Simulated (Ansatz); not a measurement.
Consider the redistribution: `[SeH][SiH2][TeH]` + `PP` → `P[TeH]` + `P[SiH2][SeH]`.

Program: Ansatz. Geometries: PBE0-D4/def2-TZVP. ΔE: electronic, gas phase. CCSD(T)/CBS is the MP2 limit (def2-TZVPP, def2-QZVPP) plus CCSD(T) − MP2 in def2-TZVPP, frozen cores. This one scheme is used for every species. Functionals use def2-TZVPP. HSE06 is defined as in plane-wave codes. def2 core potentials past Kr. For Se, Te outer-core shells are correlated without core-valence functions, which leaves a few kJ/mol of doubt a bond. Scalar relativity is left out up to krypton. One conformer a species, not always the lowest.

`[SeH][SiH2][TeH]`:

```xyz
7

Se    1.730    0.865   -0.121
Si   -0.341   -0.028   -0.441
Te   -0.468   -2.171    0.811
H     1.335    2.180   -0.651
H    -1.375    0.941   -0.002
H    -0.587   -0.407   -1.855
H    -0.295   -1.380    2.258
```

`PP`:

Cartesian coordinates in Å:
```
P -0.490 0.899 0.438
P 0.488 -0.898 -0.442
H 0.687 1.314 1.121
H -0.189 1.722 -0.682
H -0.690 -1.319 -1.118
H 0.194 -1.718 0.682
```

`P[TeH]`:

Z-matrix (Å, degrees):
```
P
Te 1 2.468
H 1 1.419 2 96.1
H 1 1.419 2 96.1 3 -93.8
H 2 1.658 1 91.5 3 -133.4
```

`P[SiH2][SeH]`:

```xyz
8

P    -0.218    0.152    1.930
Si   -0.203    0.568   -0.278
Se    0.613   -1.245   -1.399
H    -0.814   -1.128    1.774
H     1.106   -0.363    1.931
H     0.642    1.764   -0.526
H    -1.592    0.871   -0.710
H     0.465   -0.619   -2.721
```

| level | ΔE (kJ/mol) | difference from CCSD(T)/CBS |
| --- | --- | --- |
| LDA (SPW92) | 6.7 | -1.2 |
| BLYP-D4 | 4.6 | -3.3 |
| r2SCAN-D4 | 6.4 | -1.5 |
| B97M-V | 4.4 | -3.5 |
| PBE0-D4 | 6.9 | -1.0 |
| HSE06-D4 | 6.9 | -1.0 |
| ωB97X-V | 7.0 | -0.9 |
| B2PLYP | 6.9 | -1.0 |
| revPBE | 5.6 | -2.3 |
| r2SCANh | 6.8 | -1.1 |
| BHLYP | 6.2 | -1.7 |
| RPA@PBE/def2-TZVPP | 7.9 | 0.0 |
| CCSD/def2-SVP | 8.5 | 0.6 |
| CCSD(T)/def2-SVP | 8.5 | 0.6 |
| HF/CBS(def2) | 6.9 | -1.0 |
| MP2/CBS(def2) | 10.6 | 2.7 |
| CCSD(T)/CBS | 7.9 | 0 |

Largest T1 diagnostic among the species: 0.014.

Leaving LDA and LC-ωPBE aside and taking each functional with its dispersion term where it has one, the values, not all of them listed here, spread over 4.4 kJ/mol, from B97M-V to PBE-QIDH.
